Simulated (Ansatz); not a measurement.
Energy profile

The step: GaH₅O₃ ([OH][OH][GaH2][OH]) → GaH₅O₃ ([OH][O][GaH2][OH2]); bonds formed: Ga1–O6, O2–H5; bonds broken: Ga1–O7, H5–O6; bonds weakened to dative contacts: Ga1–O2 (atoms numbered as in the saddle structure below).

```
9
angstrom
Ga -0.8974 -0.2396 -0.0665
O 0.6533 -1.2869 0.7475
H -1.4897 -0.8294 -1.3755
H -1.6304 0.1996 1.2515
H 1.1917 -0.5967 0.1685
O 1.0447 0.3768 -0.9343
O 0.2498 1.4741 -0.3505
H 0.7897 -1.1223 1.6853
H 0.0883 2.0242 -1.1261
```

Electronic energies by CCSD(T) at an estimated basis limit (MP2 extrapolated from triple and quadruple zeta, plus CCSD(T) − MP2 in triple zeta), on PBE0-D4/def2-TZVP structures; GaH5O3, closed shell; no counterpoise correction. Ansatz 0.2.0; basis: def2-TZVPP and def2-QZVPP; cores frozen in the correlated methods. Filled d shells of the heavier atoms are correlated. The def2 sets are not built for correlating such inner shells, so the correlated values are less sure here. Extrapolation: Hartree–Fock as exp(−7.88 √X), correlation as X^−2.97.

Give the profile in kcal/mol, counted from the separated reactants. (Judge from chemistry; the value comes from the calculation.)

The calculation gives:
```tsv
point	kcal/mol
separated: GaH3O (linked as [OH][GaH2]; Ga1, O2, H3, H4, H8; singlet) + H2O2 (linked as [OH][OH]; H5, O6, O7, H9; singlet)	0.00
start structure	-19.04
saddle	0.06
end structure	-18.52
```

T1 diagnostic: at most 0.016.

For scale, one of the runs: CCSD(T)/def2-TZVPP, 211 basis functions, launched by `ansatz run in.yaml --threads 4 --pin off --events-out ev --progress --plain --max-ram 9574MiB`. Hardware: 4 CPU threads of an Arm Neoverse V1, shared host. Wall time 120 s; peak host memory 3.2 GiB.
